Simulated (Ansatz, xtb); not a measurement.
## Ranking isomers of C3H11NSi

5 gas-phase structures of C3H11NSi, from a drawn sample of its isomers (lower ones may exist). Each was relaxed with GFN2-xTB; where two conformers were screened, the lower at r2SCAN-D4/def2-SVP is listed:

A. `C[Si](C)(C)N`, a singlet
B. `CC[SiH2]CN`, a singlet
C. `C[SiH2][C@@H](C)N`, a singlet
D. `CC[Si@@H](C)N`, a singlet
E. `C[SiH](C)CN`, a singlet

**Question.** Make a reasoned guess at their ranking by r2SCAN-D4/def2-SVP single-point energy.

**Answer.** Calculated order at r2SCAN-D4/def2-SVP: A (0.0), D (12.4), E (32.2), C (39.3), B (43.6) kcal/mol.

Energies above the lowest of each column, in kcal/mol; the last columns are at B3LYP-D3(BJ)/def2-SVP geometries and were run for some of them only (a dash: not run or not comparable):

```csv
structure,GFN2-xTB,HF/STO-3G,r2SCAN-D4/def2-SVP,B3LYP-D3(BJ)/def2-SVP,CCSD(T)/def2-SVP + ΔMP2/def2-TZVPP
A,5.1,0.0,0.0,0.0,0.0
D,0.0,13.6,12.4,11.2,12.9
E,25.7,24.6,32.2,30.6,34.8
C,17.9,34.2,39.3,–,–
B,22.0,36.7,43.6,–,–
```

CCSD(T)/def2-SVP + ΔMP2/def2-TZVPP puts A lowest of those it was run on; GFN2-xTB picks D. Flexible structures stand in one conformer each, not always the lowest. Frequencies (GFN2-xTB) were run for A, D, E alone. The ΔMP2 step shifts differences by up to 4.7 kcal/mol, which makes them less sure. ΔMP2 is the change of the MP2 energy from the smaller to the larger basis.

Over these structures GFN2-xTB departs from r2SCAN-D4/def2-SVP by 8.5 kcal/mol on average once a common shift is removed. A GFN2-xTB relaxation took about 0.27 s and the r2SCAN-D4/def2-SVP energy about 6 s on a shared host (Ansatz 0.2.0, xtb 6.7.1).
